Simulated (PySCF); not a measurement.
Unrelated species, one level of theory. Method: TDDFT PBE0/def2-SVPD, vertical, gas phase, core orbitals frozen in the response in PySCF 2.14.0, density-fitted response routines. Geometries: PBE0-D3(BJ)/def2-SVP; one conformer of each isolated species. Triplets are in the Tamm–Dancoff approximation. 'Strongest' means the level of largest summed f among the lowest 10 singlets; it needn't be the same kind of state in each.

Question: Rank by computed HOMO energy, lowest first.
A. `CC[C@@]1(O[C@@H](C)F)CCO1`
B. `CO[C@@]1(F)CCCCOC1`
C. `CCO/C(OC)=C(/C)CF`
D. `CCO[C@@H]1C[C@@H]1[C@@H](F)OC`

Answer: A (-7.77 eV), B (-7.33 eV), D (-7.19 eV), C (-6.51 eV).

```csv
SMILES,HOMO (eV),f (strongest),f (S1),T1 (eV),α (au),S1 mainly
CC[C@@]1(O[C@@H](C)F)CCO1,-7.77,0.03,0.001,7.13,91.0,H→L (89%)
CO[C@@]1(F)CCCCOC1,-7.33,0.03,0.007,6.83,90.7,H→L (93%)
CCO[C@@H]1C[C@@H]1[C@@H](F)OC,-7.19,0.03,0.012,6.66,92.8,H→L (52%)
CCO/C(OC)=C(/C)CF,-6.51,0.36,0.027,4.08,98.1,H→L+1 (65%)
```

H and L stand for HOMO and LUMO.

- `CC[C@@]1(O[C@@H](C)F)CCO1`: Löwdin shares by element: HOMO oxygen 54%, carbon 18% or more (atoms not listed hold the other 28%); LUMO carbon 26% or more, oxygen 8% or more (atoms not listed hold the other 66%).
- `CO[C@@]1(F)CCCCOC1`: Löwdin shares by element: HOMO oxygen 57%, carbon 15% or more (atoms not listed hold the other 29%); LUMO carbon 20% or more, hydrogen 12% or more (atoms not listed hold the other 67%).
- `CCO[C@@H]1C[C@@H]1[C@@H](F)OC`: Löwdin shares by element: HOMO oxygen 41% or more, carbon 36% or more (atoms not listed hold the other 23%); LUMO carbon 36% or more, hydrogen 7% or more (atoms not listed hold the other 57%).
- `CCO/C(OC)=C(/C)CF`: Löwdin shares by element: HOMO carbon 53% or more, oxygen 22% (atoms not listed hold the other 24%); LUMO carbon 48% or more, oxygen 8% or more (atoms not listed hold the other 43%).

Without π bonds the low states are Rydberg-like; a valence basis with one diffuse set may place them up to an eV too high.
